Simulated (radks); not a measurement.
The numbers below are computed, except where a source is named.
Effect of the nuclear size on the zinc ion Zn13+, [Ne] 3s2 3p5. Level of theory: Dirac Kohn-Sham, relativistic LDA (MacDonald-Vosko exchange, VWN5 correlation), spin-unpolarised, spherical densities, finite nucleus; open shells fill j = l - 1/2 first; Fermi nuclear charge, rms radius 3.9283 fm (a radial shooting solver on a logarithmic mesh with Libxc functionals). The rms radius is varied about that value; shifts are against it.

| rms radius (fm) | total energy shift (eV) | density at nucleus (e/bohr^3) | 1s1/2 shift (meV) | 2s1/2 shift (meV) | 2p1/2 shift (meV) | 3s1/2 shift (meV) | 3p1/2 shift (meV) | 3p3/2 shift (meV) | 4s1/2 (empty) shift (meV) |
|---|---|---|---|---|---|---|---|---|---|
| 3.4098 | -0.0575 | 2.515e+04 | -24.2 | -2.30 | 0.230 | -0.452 | 0.051 | 0.054 | -0.144 |
| 3.5905 | -0.0383 | 2.507e+04 | -16.1 | -1.54 | 0.153 | -0.301 | 0.034 | 0.036 | -0.096 |
| 3.9283 | 0 | 2.495e+04 | 0.000 | 0.000 | 0.000 | 0.000 | 0.000 | 0.000 | 0.000 |
| 4.1404 | 0.0257 | 2.487e+04 | 10.8 | 1.03 | -0.103 | 0.202 | -0.023 | -0.024 | 0.064 |
| 4.6668 | 0.0951 | 2.471e+04 | 40.0 | 3.81 | -0.381 | 0.747 | -0.085 | -0.089 | 0.237 |

Slopes of the eigenvalues against <r^2> in GHz/fm^2, as finite differences over the two radii next to the reference (eigenvalue slopes, not the field-shift constants of lines): 1s1/2 1530, 2s1/2 146, 2p1/2 -14.6, 3s1/2 28.6, 3p1/2 -3.25, 3p3/2 -3.41, 4s1/2 (empty) 9.10.
